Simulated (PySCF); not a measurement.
C2H7NSi2, SMILES N[SiH2]C#C[SiH3]. Heavy atoms are numbered as in [SiH3:1][C:2]#[C:3][SiH2:4][NH2:5]. Hydrogens are named by the atom that carries them.

The structure is a stationary point at ωB97X-D3(BJ)/def2-SVP. Other conformers were not sampled.

Method: PySCF with KT2/pcSseg-1.

GIAO shieldings, no solvent; atoms alike by connectivity are averaged. δ = σ(ref) − σ: ²⁹Si against TMS (σ = 361.9 ppm); ¹³C against TMS (σ = 185.1 ppm); ¹⁵N against NH3 (σ = 266.2 ppm); ¹H against TMS (σ = 31.47 ppm), references at their B3LYP-D3(BJ)/def2-TZVP geometries, non-relativistic.

Computed chemical shifts:
| nucleus | atoms | count | δ (ppm) |
|---|---|---|---|
| ²⁹Si | Si4 (SiH2) | 1 | -64.5 |
| ²⁹Si | Si1 (SiH3) | 1 | -98.4 |
| ¹³C | C3 | 1 | 115.9 |
| ¹³C | C2 | 1 | 97.5 |
| ¹⁵N | N5 (NH2) | 1 | 16.3 |
| ¹H | H on Si4 | 2 | 5.05 |
| ¹H | H on Si1 | 3 | 4.49 |
| ¹H | H on N5 | 2 | 0.66 |
